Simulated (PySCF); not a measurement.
Ligand exchange on a metal centre used in film growth or etching (Ti Cl-NH2). Isolated molecules, 0 K electronic values unless said otherwise. One relaxed conformer stands for each flexible species; it need not be the lowest.

Level of theory: B3LYP-D3(BJ)/def2-TZVP // r2SCAN-D4/def2-SVP (PySCF). B3LYP has the VWN-RPA correlation part, as in Gaussian. 

```csv
species,HOMO (eV),mean distance from the central atom to its bonded neighbours (Å)
0 of 4 Cl replaced by NH2,-9.34,2.167
1 of 4 Cl replaced by NH2 ([Ti(Cl)3(NH2)]),-8.24,2.101
2 of 4 Cl replaced by NH2 ([Ti(Cl)2(NH2)2]),-7.64,2.033
3 of 4 Cl replaced by NH2 ([Ti(Cl)(NH2)3]),-7.31,___
4 of 4 Cl replaced by NH2 ([Ti(NH2)4]),___,1.891
```

Problem. What belongs in the gaps?

Solution. 
- 3 of 4 Cl replaced by NH2 ([Ti(Cl)(NH2)3]), mean distance from the central atom to its bonded neighbours (Å): 1.963
- 4 of 4 Cl replaced by NH2 ([Ti(NH2)4]), HOMO (eV): -6.56
